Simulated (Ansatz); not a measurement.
Consider the substitution at a C–C bond: `C/C=[CH]/[AlH2]` + `C[NH][SnH2][OH]` → `C[NH][SnH2][O]C` + `C=[CH][AlH2]`.

Gas-phase electronic energies from Ansatz, PBE0-D4/def2-TZVP geometries. CCSD(T)/CBS is the MP2 limit (def2-TZVPP, def2-QZVPP) plus CCSD(T) − MP2 in def2-TZVPP, frozen cores. Functionals use def2-TZVPP. B3LYP here is the variant with VWN-RPA as its local correlation; programs differ in this. def2 core potentials past Kr. For Sn outer-core shells are correlated without core-valence functions, which leaves a few kJ/mol of doubt a bond. One conformer a species, not always the lowest.

(1) Is it downhill or uphill in electronic energy at CCSD(T)/CBS, and by how much? (An estimate is asked.)

(2) What do these levels give: PBE0-D4, B2PLYP, r2SCAN, B3LYP, HF/def2-QZVPP, CCSD/CBS(def2)? (Estimate.)

Largest T1 diagnostic among the species: 0.013.

Answers

(1) Computed: Uphill: ΔE = +74.5 kJ/mol.

(2) Ansatz gave: PBE0-D4 77.7, B2PLYP 75.0, r2SCAN 77.9, B3LYP 73.2, HF/def2-QZVPP 66.8, CCSD/CBS(def2) 73.9 kJ/mol.

In def2-TZVPP, CCSD(T) changes the Hartree–Fock value by +6.3 kJ/mol (the triples alone add +0.6 kJ/mol) and MP2 by +13.5 kJ/mol.
